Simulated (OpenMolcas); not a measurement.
# Mn IV: input and output

Input:

```
&GATEWAY
Coord
1

Mn 0.0 0.0 0.0
Basis=ANO-RCC-VQZP
Group=XYZ
NoMove
AngMom=0.0 0.0 0.0
AMFI
&SEWARD
&RASSCF
FileOrb=start.orb
Symmetry=1
Spin=5
nActEl=4 0 0
Inactive=3 6
Ras2=5 0
CIRoot=5 5 1
SDav=5
CIMx=300
Iter=120 100
PrWF=0.3
OrbListing=Nothing
MaxOrb=0
Atom
>>> COPY $Project.JobIph JOB001
&RASSCF
FileOrb=start.orb
Symmetry=1
Spin=3
nActEl=4 0 0
Inactive=3 6
Ras2=5 0
CIRoot=45 45 1
SDav=45
CIMx=300
Iter=120 100
PrWF=0.3
OrbListing=Nothing
MaxOrb=0
Atom
>>> COPY $Project.JobIph JOB002
&RASSCF
FileOrb=start.orb
Symmetry=1
Spin=1
nActEl=4 0 0
Inactive=3 6
Ras2=5 0
CIRoot=50 50 1
SDav=50
CIMx=300
Iter=120 100
PrWF=0.3
OrbListing=Nothing
MaxOrb=0
Atom
>>> COPY $Project.JobIph JOB003
&RASSI
NrOfJobIphs=3 5 45 50
1 2 3 4 5
1 2 3 4 5 6 7 8 9 10 11 12 13 14 15 16 17 18 19 20 21 22 23 24 25 26 27
28 29 30 31 32 33 34 35 36 37 38 39 40 41 42 43 44 45
1 2 3 4 5 6 7 8 9 10 11 12 13 14 15 16 17 18 19 20 21 22 23 24 25 26 27
28 29 30 31 32 33 34 35 36 37 38 39 40 41 42 43 44 45 46 47 48 49 50
IphNames
JOB001
JOB002
JOB003
EJob
SpinOrbit
DIPRint=1.0
SOCoupling=1000.0
Subsets=2
MEES
Property=10
'ANGMOM' 1 'ANGMOM' 2 'ANGMOM' 3 'MLTPL  1' 1 'MLTPL  1' 2 'MLTPL  1' 3
'AMFI' 1 'AMFI' 2 'AMFI' 3 'MLTPL  2' 6
SOProperty=3
'ANGMOM' 1 'ANGMOM' 2 'ANGMOM' 3
```

Launched by
```bash
OMP_NUM_THREADS=1 MOLCAS_MEM=1689 MOLCAS_PROJECT=a pymolcas a.inp > a.log  # once for each step of the input, in one work folder
```

A driver script runs the steps one by one and writes start.orb anew before each from the orbitals found so far.

Output, cut to the results:

```
--- SEWARD ---
Basis set label: MN.ANO-RCC...7S6P4D3F2G1H.

      Electronic valence basis set:
      ------------------
      Associated Effective Charge  25.000000 au
      Associated Actual Charge     25.000000 au
      Nuclear Model: Point charge

      Shell  nPrim  nBasis  Cartesian Spherical Contaminant
         s      21       7        X
         p      15       6        X
         d      10       4                 X
         f       6       3                 X
         g       4       2                 X
         h       2       1                 X
                  Relativistic Douglas-Kroll-Hess integrals:
                    - DKH order of Hamiltonian: 2
                    - DKH order of Properties : 0
                  Atomic mean-field integrals
--- RASSCF ---
Wave function specifications:
      -----------------------------

      Number of closed shell electrons          18
      Number of electrons in active shells       4
      Max number of holes in RAS1 space          0
      Max nr of electrons in RAS3 space          0
      Number of inactive orbitals                9
      Number of active orbitals                  5
      Number of secondary orbitals              81
      Spin quantum number                      2.0
      State symmetry                             1
Orbital specifications:
      -----------------------

      Symmetry species                           1   2
                                                ag  au
      Frozen orbitals                            0   0
      Inactive orbitals                          3   6
      Active orbitals                            5   0
      RAS1 orbitals                              0   0
      RAS2 orbitals                              5   0
      RAS3 orbitals                              0   0
      Secondary orbitals                        37  44
      Deleted orbitals                           0   0
      Number of basis functions                 45  50
      Number of CSFs                             5
      Number of root(s) required                 5
      Iter CI   SX   CI       RASSCF       Energy    max ROT     max BLB   max BLB  Level Ln srch  Step   QN
          iter iter root      energy       change     param      element    value   shift minimum  type update
 Nr of preliminary CI iterations:   1
      Total energies have been shifted. Add                -1000.00 au
        1   1   10    0  -155.21880113    0.00E+00   1.76E-01*   6  12 2 -3.32E-01*  0.00   0.00    SX    NO
        2   1   11    0  -155.38249576   -1.64E-01* -5.74E-02    4  10 2  2.23E-01*  0.00   0.00    SX    NO
        3   1   11    0  -155.40148920   -1.90E-02* -4.21E-02    6  12 2 -1.04E-01*  0.00   0.00    SX    NO
        4   1   10    0  -155.40807346   -6.58E-03* -2.55E-02    4  10 2  6.50E-02*  0.00   0.00    SX    NO
        5   1   10    0  -155.41013739   -2.06E-03*  9.66E-03    5  11 2 -3.81E-02*  0.00   0.62    QN   YES
        6   1    8    0  -155.41144601   -1.31E-03* -6.37E-04    6  12 2 -1.90E-03*  0.00   1.06    QN   YES
        7   1    7    0  -155.41145044   -4.43E-06*  1.40E-05    3  11 1 -6.29E-05   0.00   0.99    QN   YES
        8   1    5    0  -155.41145044   -4.11E-09  -5.42E-06    3  11 1 -7.60E-06   0.00   0.93    QN   YES
      Convergence after  8 iterations
        9   1    5    0  -155.41145044   -2.26E-10  -5.42E-06    1  10 2 -1.09E-06   0.00   0.93    QN   YES
      Natural orbitals and occupation numbers for root  1
      sym 1:   1.000000   1.000000   0.000000   1.000000   1.000000
      Natural orbitals and occupation numbers for root  2
      sym 1:   1.000000   1.000000   1.000000   0.000000   1.000000
      Natural orbitals and occupation numbers for root  3
      sym 1:   1.000000   1.000000   1.000000   1.000000   0.000000
::    RASSCF root number  1 Total energy:  -1155.41145044
::    RASSCF root number  2 Total energy:  -1155.41145044
::    RASSCF root number  3 Total energy:  -1155.41145044
::    RASSCF root number  4 Total energy:  -1155.41145044
::    RASSCF root number  5 Total energy:  -1155.41145044
--- RASSCF ---
Wave function specifications:
      -----------------------------

      Number of closed shell electrons          18
      Number of electrons in active shells       4
      Max number of holes in RAS1 space          0
      Max nr of electrons in RAS3 space          0
      Number of inactive orbitals                9
      Number of active orbitals                  5
...
--- RASSI ---
SPIN-FREE ENERGIES:
  (Shifted by EMIN (a.u.) =      -1155.4114504447)

 SF State       Relative EMIN(au)   Rel lowest level(eV)    D:o, cm**(-1)      L_eff

     1             0.0000000000        0.0000000000              0.0000         2.0
     2             0.0000000000        0.0000000000              0.0000         2.0
     3             0.0000000000        0.0000000000              0.0000         2.0
     4             0.0000000000        0.0000000000              0.0000         2.0
     5             0.0000000000        0.0000000000              0.0000         2.0
     6             0.1071275236        2.9150884214          23511.7737         5.0
     7             0.1071275236        2.9150884214          23511.7737         5.0
     8             0.1071275236        2.9150884214          23511.7737         5.0
     9             0.1071275236        2.9150884214          23511.7737         5.0
    10             0.1071275236        2.9150884214          23511.7737         5.0
    11             0.1071275236        2.9150884214          23511.7737         5.0
    12             0.1071275236        2.9150884214          23511.7737         5.0
    13             0.1071275236        2.9150884214          23511.7737         5.0
    14             0.1071275236        2.9150884214          23511.7737         5.0
    15             0.1071275236        2.9150884214          23511.7737         5.0
    16             0.1071275236        2.9150884214          23511.7737         5.0
    17             0.1194799150        3.2512141153          26222.8103         1.0
    18             0.1194799150        3.2512141153          26222.8103         1.0
    19             0.1194799150        3.2512141153          26222.8103         1.0
    20             0.1229840966        3.3465677534          26991.8893         3.0
    21             0.1229840966        3.3465677534          26991.8893         3.0
...
```

Levels above the lowest, from the spin-orbit matrix, grouped by J:

| Configuration | Term | J | E (cm⁻¹) | Measured (cm⁻¹) | g | Term weight % | Second |
| --- | --- | --- | --- | --- | --- | --- | --- |
| 3d⁴ | ⁵D | 0 | 0.0 | 0.0 |  | 100 |  |
| 3d⁴ | ⁵D | 1 | 98.9 | 99.0 | 1.501 | 100 |  |
| 3d⁴ | ⁵D | 2 | 293 | 287 | 1.501 | 100 |  |
| 3d⁴ | ⁵D | 3 | 574 | 552 | 1.501 | 100 |  |
| 3d⁴ | ⁵D | 4 | 936 | 886 | 1.501 | 100 |  |
| 3d⁴ | ³H | 4 | 23825 | 21281 | 0.801 | 99 |  |
| 3d⁴ | ³H | 5 | 24030 | 21475 | 1.034 | 100 |  |
| 3d⁴ | ³H | 6 | 24262 | 21679 | 1.167 | 100 |  |
| 3d⁴ | ³P(1) | 0 | 25694 | 20654 |  | 100 |  |
| 3d⁴ | ³P(1) | 1 | 26280 | 21279 | 1.501 | 100 |  |
| 3d⁴ | ³P(1) | 2 | 27336 | 22325 | 1.499 | 100 |  |
| 3d⁴ | ³F(1) | 2 | 27405 | 22791 | 0.668 | 100 |  |
| 3d⁴ | ³F(1) | 3 | 27473 | 22862 | 1.074 | 97 | 3 ³G |
| 3d⁴ | ³F(1) | 4 | 27585 | 22959 | 1.244 | 97 | 3 ³G |
| 3d⁴ | ³G | 3 | 30013 | 25440 | 0.759 | 97 | 3 ³F(1) |
| 3d⁴ | ³G | 4 | 30263 | 25671 | 1.055 | 97 | 3 ³F(1) |
| 3d⁴ | ³G | 5 | 30473 | 25878 | 1.200 | 100 |  |
| 3d⁴ | ¹I | 6 | 35799 |  | 1.000 | 100 |  |
| 3d⁴ | ¹G(1) | 4 | 37751 |  | 1.001 | 99 |  |
| 3d⁴ | ³D | 3 | 38732 | 31385 | 1.334 | 100 |  |
| 3d⁴ | ³D | 2 | 38813 | 31474 | 1.167 | 99 |  |
| 3d⁴ | ³D | 1 | 38902 | 31581 | 0.500 | 100 |  |
| 3d⁴ | ¹S(1) | 0 | 43801 |  |  | 100 |  |
| 3d⁴ | ¹D(1) | 2 | 46823 |  | 1.001 | 99 |  |

Against the 19 measured excited levels shown (Corliss and Sugar, J. Phys. Chem. Ref. Data 6, 1253 (1977)) the mean absolute deviation is 3800 cm-1; the largest miss in energy is 3d⁴ ³D₃: computed 38732, measured 31385 cm⁻¹ (+23.4 %).

Without dynamic correlation excited terms often stand tens of per cent too high (terms of higher spin than the ground term too low), and those without a measured partner can miss by more than the paired ones. Computed and measured levels are paired by configuration, term and J; levels that our copy of the source lacks, or whose pairing is in doubt (as where it misses far off the trend of its configuration), stay unpaired and out of the deviations. Levels of configurations outside the active space are missing. The table shows the lowest 24 of 34 levels.

The term weight is that of the spin-free term in the level, not the purity of its configuration. A number in round brackets counts repeated terms of one configuration in the order of the reference energies.
